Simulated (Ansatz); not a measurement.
`C[SiH](O)S` → `C[Si]O` + H₂S at 700 K and 1 bar (silylene formation by 1,1-elimination).

Isolated molecules relaxed with PBE0-D4/def2-TZVP in Ansatz; ΔE leaves out vibrations. CCSD(T)/CBS adds triple-zeta CCSD(T) − MP2 to the extrapolated MP2 energy (def2 sets, frozen cores). This one scheme is used for every species. One conformer a species, not always the lowest.

```
     species  CCSD(T)/CBS energy (Eh)  H − E (kJ/mol)  S (J/(mol·K))
`C[SiH](O)S`               -803.78841           259.3          450.9
    `C[Si]O`               -404.71755           182.1          367.0
         H₂S               -398.97279            64.8          236.9
```

H − E and S are ideal-gas, rigid-rotor, harmonic terms from PBE0-D4/def2-TZVP, for one conformer and one mirror image of each species. 1 Eh = 2625.50 kJ/mol, R = 8.31446 J/(mol·K).

**Question.** By hand: ΔE, ΔH, ΔS and ΔG.

**Answer.** ΔE = (-404.71755) + (-398.97279) − (-803.78841) = 0.09807 Eh = 257.5 kJ/mol. Δ(H − E) = 182.1 + 64.8 − 259.3 = -12.4, so ΔH = 245.1 kJ/mol. ΔS = 367.0 + 236.9 − 450.9 = 153.0 J/(mol·K). ΔG = 245.1 − 700 × (153.0)/1000 = 138.0 kJ/mol.

**Question.** By hand: the equilibrium constant, and the temperature at which ΔG would vanish if ΔH and ΔS stayed fixed.

**Answer.** log₁₀ K = −ΔG/(RT ln 10) = -10.3. ΔG = 0 at ΔH/ΔS = 1602 K.

The number of gas molecules changes by +1, which sets the sign of ΔS. A doubt of 5 kJ/mol in ΔE shifts log₁₀ K by 0.4 here. Other conformers and mirror images would add mixing entropy, several J/(mol·K) or more a flexible species. These are equilibria of isolated gas molecules and say nothing of rates. Largest T1 diagnostic: 0.014 (customary marks: 0.02 for closed shells, 0.045 for open ones).
